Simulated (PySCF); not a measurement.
Stepwise substitution at one centre (B I-H). Gas-phase values, no solvent. Strings in code marks are SMILES.

The brightest of the four lowest singlets (TDA) from two functionals at the same geometries (CAM-B3LYP-D3(BJ)/def2-TZVP), both in PySCF: PBE-D3(BJ)/def2-TZVP and CAM-B3LYP-D3(BJ)/def2-TZVP. Excitations are Tamm–Dancoff values on a coarser integration grid. The basis has no diffuse functions, so Rydberg states are missing or too high.

```csv
species,PBE-D3(BJ)/def2-TZVP (eV),CAM-B3LYP-D3(BJ)/def2-TZVP (eV)
0 of 3 I replaced by H (`IB(I)I`),4.32,4.89
1 of 3 I replaced by H (`IBI`),4.48,4.98
2 of 3 I replaced by H,5.21,5.55
```

Over these rows, drawn at random from the members with no instability flagged (it was tested for open shells, ions and some series alone), PBE minus CAM-B3LYP-D3(BJ): mean -0.47 eV, from -0.57 eV to -0.35 eV.
